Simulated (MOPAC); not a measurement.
Input for MOPAC: AM1 on FIZn (SMILES [F][Zn][I]), a point of a bond scan (R = 3.255 Å).

```
AM1 1SCF PRECISE CHARGE=0 THREADS=1
FIZn

Zn    -0.00000000 1    -0.00000000 1    -1.21691755 1
F     -0.00000000 1    -0.00000000 1    -2.97433346 1
I      0.00000000 1     0.00000000 1     2.03768176 1
```

Program output:

```
*******************************************************************************
 **                                                                           **
 **                              MOPAC v23.2.5                                **
 **                                                                           **
 *******************************************************************************
 ** MOPAC's Digital Object Identifier: https://doi.org/10.5281/zenodo.6511958 **
 **                                                                           **
 ** Please cite the open-source release paper for use of this MOPAC version:  **
 ** J. E. Moussa and J. J. P. Stewart (2026)                                  **
 ** MOPAC: An open-source semiempirical molecular orbital program             **
 ** J. Open Source Softw., 11(119), 8025, https://doi.org/10.21105/joss.08025 **
 *******************************************************************************

                              AM1 CALCULATION RESULTS

 *******************************************************************************
 *  AM1        - The AM1 Hamiltonian to be used
 *
 *
 *
 *                 CHARGE ON SYSTEM = 0
 *
 *
 *
 *  PRECISE    - TIGHTER CRITERIA TO BE USED
 *  1SCF       - DO 1 SCF AND THEN STOP
 *  THREADS=1  - MULTI-THREADING NOT USED
 *  T=         - A TIME OF 172800.0 SECONDS REQUESTED
 *  DUMP=N     - RESTART FILE WRITTEN EVERY 7200.0 SECONDS REQUESTED
 *******************************************************************************
AM1 1SCF PRECISE CHARGE=0 THREADS=1
 FIZn

   ATOM   CHEMICAL          X               Y               Z
  NUMBER   SYMBOL      (ANGSTROMS)     (ANGSTROMS)     (ANGSTROMS)

     1      Zn         -0.00000000  *  -0.00000000  *  -1.21691755  *
     2       F         -0.00000000  *  -0.00000000  *  -2.97433346  *
     3       I          0.00000000  *   0.00000000  *   2.03768176  *



          CARTESIAN COORDINATES

    NO.       ATOM           X           Y           Z

     1        Zn         -0.0000     -0.0000     -1.2169
     2         F         -0.0000     -0.0000     -2.9743
     3         I          0.0000      0.0000      2.0377

  F: (AM1): M.J.S. DEWAR AND E. G. ZOEBISCH, THEOCHEM, 180, 1 (1988).
 Zn: (AM1): M.J.S. DEWAR, K.M. MERZ, ORGANOMETALLICS, 7, 522-524 (1988).
  I: (AM1): M.J.S. DEWAR AND E. G. ZOEBISCH, THEOCHEM, 180, 1 (1988).

           Empirical Formula: Zn F I  =     3 atoms



      MOLECULAR POINT GROUP   :   C*v


      RHF CALCULATION, NO. OF DOUBLY OCCUPIED LEVELS = 8


 -------------------------------------------------------------------------------
 AM1 1SCF PRECISE CHARGE=0 THREADS=1
 FIZn



     1SCF WAS SPECIFIED, SO BFGS WAS NOT USED
     SCF FIELD WAS ACHIEVED


                              AM1 CALCULATION
                                                       MOPAC v23.2.5 Linux




          FINAL HEAT OF FORMATION =         30.52935 KCAL/MOL =     127.73480 KJ/MOL


          COSMO AREA              =        109.83 SQUARE ANGSTROMS
          COSMO VOLUME            =         87.27 CUBIC ANGSTROMS

          IONIZATION POTENTIAL    =          9.940305 EV
          HOMO LUMO ENERGIES (EV) =         -9.940 -2.722
          NO. OF FILLED LEVELS    =          8
          MOLECULAR WEIGHT        =        211.2829         POINT GROUP:  C*v

          MOLECULAR DIMENSIONS (Angstroms)

            Atom       Atom       Distance
            I     3    F     2     5.01202
            I     3    F     2     0.00000
           Zn     1    F     2     0.00000


          SCF CALCULATIONS        =          1





   ATOM   CHEMICAL          X               Y               Z
  NUMBER   SYMBOL      (ANGSTROMS)     (ANGSTROMS)     (ANGSTROMS)

     1      Zn         -0.00000000  *  -0.00000000  *  -1.21691755  *
     2       F         -0.00000000  *  -0.00000000  *  -2.97433346  *
     3       I          0.00000000  *   0.00000000  *   2.03768176  *

                             CARTESIAN COORDINATES

   1   Zn       -0.000000000    -0.000000000    -1.216917550
   2    F       -0.000000000    -0.000000000    -2.974333460
   3    I        0.000000000     0.000000000     2.037681760


           Empirical Formula: Zn F I  =     3 atoms



      MOLECULAR POINT GROUP   :   C*v


                  EIGENVALUES
 -46.66214 -28.31086 -14.79077 -14.06840 -14.06840  -9.94958  -9.94031  -9.94031
  -2.72173   1.99715   1.99715   4.55988


              NET ATOMIC CHARGES AND DIPOLE CONTRIBUTIONS

  ATOM NO.   TYPE          CHARGE      No. of ELECS.   s-Pop       p-Pop
    1         Zn           0.556854        1.4431     0.83379     0.60935
    2          F          -0.362418        7.3624     1.88037     5.48205
    3          I          -0.194436        7.1944     1.98882     5.20562
 DIPOLE           X         Y         Z       TOTAL
 POINT-CHG.     0.000     0.000     0.020     0.020
 HYBRID         0.000    -0.000    -1.581     1.581
 SUM            0.000    -0.000    -1.562     1.562


          ATOMIC ORBITAL ELECTRON POPULATIONS

     Atom    s        px        py        pz
    1 Zn   0.83379   0.09851   0.09851   0.41234
    2  F   1.88037   1.90862   1.90862   1.66481
    3  I   1.98882   1.99287   1.99287   1.21987

 **********************
 *                    *
 * JOB ENDED NORMALLY *
 *                    *
 **********************




 == MOPAC DONE ==
```

The run finished.

Cost: roughly 0.020 core-seconds.
